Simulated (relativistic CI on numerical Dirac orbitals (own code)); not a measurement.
## Charge states of fluorine

Calculated at this level of theory: Dirac-Coulomb-Breit CI, KLI orbitals optimised for each configuration, model QED, valence Slater integrals scaled by 0.9 (own radial code, finite nucleus).

Each species is treated in one configuration, given outside its closed core. Radial values are for the open shell of highest l, unscaled and averaged over j; ζ includes the Breit term. Labels give the leading LS character, summed over repeated terms.

```tsv
Ion	Configuration	Its lowest level	LS weight (%)	g_J	g√(J(J+1))	ζ (cm⁻¹)	⟨r⟩ (bohr)	⟨r²⟩ (bohr²)
F	2s2 2p5	2P°_3/2	100	1.334	2.58	261.1	1.086	1.55
F⁺	2s2 2p4	?	?	?	?	?	?	?
F²⁺	2s2 2p3	4S°_3/2	100	2.002	3.88	368.6	0.8921	0.9952
F³⁺	2s2 2p2	3P_0	100		0.00	433	0.8261	0.8428
F⁴⁺	2s2 2p	2P°_1/2	100	0.665	0.58	505.7	0.7721	0.7297
F⁵⁺	2s2	1S_0	100		0.00			
F⁶⁺	2s	2S_1/2	100	2.002	1.73		0.7761	0.7034
F⁷⁺	1s2	1S_0	100		0.00
```

Task: Fill in the row of F⁺.

Result: Its lowest level 3P_2; LS weight (%) 100; g_J 1.501; g√(J(J+1)) 3.68; ζ (cm⁻¹) 311.7; ⟨r⟩ (bohr) 0.975; ⟨r²⟩ (bohr²) 1.211.
